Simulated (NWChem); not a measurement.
Species: CH₅AlFNO; SMILES C[O][Al]([NH2])[F]

```xyz
10

Al     0.1878    -0.3959     0.1004
F     -1.3698    -0.8799     0.4278
O      0.5564     1.2371    -0.0706
C     -0.0396     2.4889    -0.0404
H      0.0919     3.0086    -1.0066
H     -1.1247     2.4459     0.1684
H      0.4228     3.1238     0.7367
N      1.4430    -1.6105    -0.0651
H      1.2957    -2.6083     0.0231
H      2.4152    -1.4085    -0.2635
```
Atoms are numbered in this order, from 1.

Level: PBE0/def2-SVP (NWChem), optimised geometry, unscaled harmonic frequencies. 

### Question
List the harmonic frequencies with IR intensities, and the thermochemistry.

### Answer
| frequency (cm⁻¹) | IR intensity (km/mol) |
|---|---|
| 59 | 0.0 |
| 84 | 4.3 |
| 87 | 7.9 |
| 194 | 6.3 |
| 281 | 34.6 |
| 285 | 75.0 |
| 349 | 7.2 |
| 376 | 183.2 |
| 620 | 1.1 |
| 665 | 43.2 |
| 877 | 139.7 |
| 936 | 150.9 |
| 1190 | 14.7 |
| 1193 | 0.2 |
| 1290 | 391.7 |
| 1476 | 1.9 |
| 1480 | 2.9 |
| 1487 | 15.5 |
| 1522 | 54.8 |
| 3007 | 98.0 |
| 3088 | 44.6 |
| 3093 | 42.8 |
| 3636 | 40.5 |
| 3731 | 43.5 |

| Quantity | Result |
|---|---|
| zero-point energy | 44.3 kcal/mol |
| thermal correction to the enthalpy at 298.15 K (with zero-point energy) | 49.8 kcal/mol |
| heat capacity Cv | 24.0 cal/(mol K) |
| entropy at 298.15 K and 1 atm (symmetry number 1) | 86.9 cal/(mol K) |
| dipole moment | 1.43 D |

Rigid rotor and harmonic oscillator; modes under 100 cm⁻¹ make the entropy uncertain.
